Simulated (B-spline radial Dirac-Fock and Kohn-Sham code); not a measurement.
Model: relaxed Dirac-Fock hole states (ΔSCF) with Breit and QED corrections and a finite nucleus. Program: an atomic code on a B-spline grid. No correlation.

Q: Identify the element and charge state from the binding energies below (tabulated ground configuration; the least bound level is included).

```tsv
level	binding energy (eV)
2p1/2	16208.7
3p3/2	3665.9
3d3/2	3174.1
4p3/2	1151.8
4d3/2	935.4
5s	580.3
5p	511.6
```

A: Bi²⁰⁺: Z = 83 with 63 electrons, [Kr] 4d10 4f14 5s2 5p1.

Q: An atom or ion in its tabulated ground configuration has these computed binding energies (the last is its least bound level). Which is it?

| level | binding energy (eV) |
| --- | --- |
| K | 29327.1 |
| L1 | 4599.5 |
| L2 | 4285.3 |
| M1 | 1013.0 |
| M3 | 842.7 |
| N3 | 208.9 |
| N4,5 | 136.8 |

A: Sn⁷⁺: Z = 50 with 43 electrons, [Kr] 4d7. The hydrogen-like estimate √(E/Ry) = 46.4 for the K level lies 3.6 below Z (screening lowers it, relativity raises it); the outermost level, at 136.8 eV, fixes the charge.

Q: Identify the element and charge state from the binding energies below (tabulated ground configuration; the least bound level is included).

| level | binding energy (eV) |
| --- | --- |
| 1s | 31869.2 |
| 2p3/2 | 4398.4 |
| 3p1/2 | 928.7 |
| 3d3/2 | 638.4 |
| 3d5/2 | 628.0 |
| 4p1/2 | 183.9 |
| 5s | 56.21 |

A: Te⁴⁺: Z = 52 with 48 electrons, [Kr] 4d10 5s2. The hydrogen-like estimate √(E/Ry) = 48.4 for the K level lies 3.6 below Z (screening lowers it, relativity raises it); the outermost level, at 56.21 eV, fixes the charge.

Q: Identify the element and charge state from the binding energies below (tabulated ground configuration; the least bound level is included).

| level | binding energy (eV) |
| --- | --- |
| 2s | 7248.0 |
| 2p1/2 | 6838.0 |
| 2p3/2 | 6324.4 |
| 3p3/2 | 1417.3 |
| 4d5/2 | 229.9 |
| 5p | 111.2 |
| 4f | 107.6 |

A: Nd⁷⁺: Z = 60 with 53 electrons, [Kr] 4d10 4f2 5s2 5p3.
